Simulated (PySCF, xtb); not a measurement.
WOF3, SMILES [O]=[W]([F])([F])[F] (connectivity only; charge and spin as stated), neutral, multiplicity 2.

Harmonic wavenumbers (cm⁻¹) from xtb with GFN2-xTB at its own minimum, in rising order: 105, 169, 196, 216, 291, 380, 416, 449, 853.

Problem. What does PySCF with r2SCAN-D4/def2-SVP give at its own minimum? (The exact figures need the calculation; the answer reports its results.)

Solution. 57, 164, 199, 225, 286, 675, 710, 717, 1034. Paired by order, the mean absolute difference is 123 cm⁻¹ and the zero-point energies are 4.4 and 5.8 kcal/mol.
